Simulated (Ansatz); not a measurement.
Which is lower?

The two ends of one reaction step of SnNH₅O, singlet (PBE0-D4/def2-TZVP).

A:

```json
{"atom": "Sn1", "x (Å)": "-0.5916", "y (Å)": "0.5338", "z (Å)": "0.6258"}
{"atom": "O2", "x (Å)": "1.3945", "y (Å)": "-0.5545", "z (Å)": "-0.1726"}
{"atom": "N3", "x (Å)": "-1.2287", "y (Å)": "-0.2428", "z (Å)": "-1.0121"}
{"atom": "H4", "x (Å)": "0.7445", "y (Å)": "-0.7575", "z (Å)": "-0.8934"}
{"atom": "H5", "x (Å)": "0.1424", "y (Å)": "2.0757", "z (Å)": "0.5583"}
{"atom": "H6", "x (Å)": "-0.7286", "y (Å)": "0.0217", "z (Å)": "2.2579"}
{"atom": "H7", "x (Å)": "2.1209", "y (Å)": "-0.0532", "z (Å)": "-0.5595"}
{"atom": "H8", "x (Å)": "-1.8535", "y (Å)": "-1.0233", "z (Å)": "-0.8045"}
```

B:

```csv
atom,x (Å),y (Å),z (Å)
Sn1,-0.0465,0.4347,0.5747
O2,1.7639,-0.3515,0.6439
N3,-1.2056,-0.4412,-0.8257
H4,-0.9668,-0.2058,-1.7796
H5,0.0773,2.0831,0.1512
H6,-0.6682,0.0680,2.1090
H7,2.3048,-0.1387,-0.1194
H8,-1.2590,-1.4487,-0.7540
```

Computed with Ansatz 0.2.0 (basis: def2-TZVPP); correlated methods freeze the cores. Filled d shells of the heavier atoms are correlated. Core potentials replace the inner electrons of the atoms past krypton. The def2 sets are not built for correlating such inner shells, so the correlated values are less sure here. B3LYP uses VWN-RPA correlation.

Question: Which structure is lower at CCSD(T), and by how much? (To be estimated.)

Answer: The calculation gives: B, by 208.4 kJ/mol (electronic energy, against the other). By their contacts, A is SnNH₅O ([NH][SnH2][OH2]) and B is SnNH₅O ([NH2][SnH2][OH]).

All methods give the same order:

| method | E(B) − E(A) (kJ/mol) |
| --- | --- |
| SPW92 | -182.6 |
| PBE-D4 | -183.7 |
| BLYP-D4 | -182.8 |
| r2SCAN-D4 | -202.3 |
| B97M-V | -206.3 |
| PBE0-D4 | -207.8 |
| B3LYP-D4 | -203.4 |
| r2SCAN0-D4 | -217.7 |
| BHLYP-D4 | -229.9 |
| CAM-B3LYP-D4 | -219.3 |
| wB97X-V | -224.9 |
| wB97M-V | -215.5 |
| B2PLYP | -204.4 |
| PBE-QIDH | -218.0 |
| RPA on PBE | -202.2 |
| HF | -261.5 |
| MP2 | -206.0 |
| CCSD | -220.7 |
| CCSD(T) | -208.4 |

The T1 diagnostic stays at or below 0.021.

Labels in which every atom is bracketed show which atoms are joined, not bond orders.

For scale, one of the runs: CCSD(T)/def2-TZVPP, 182 basis functions, launched by `ansatz run in.yaml --threads 4 --pin off --events-out ev --progress --plain --max-ram 9574MiB`. Time: 45 s of wall clock on 4 CPU threads of an Arm Neoverse V2; the host was shared. Peak host memory: 2.1 GiB.
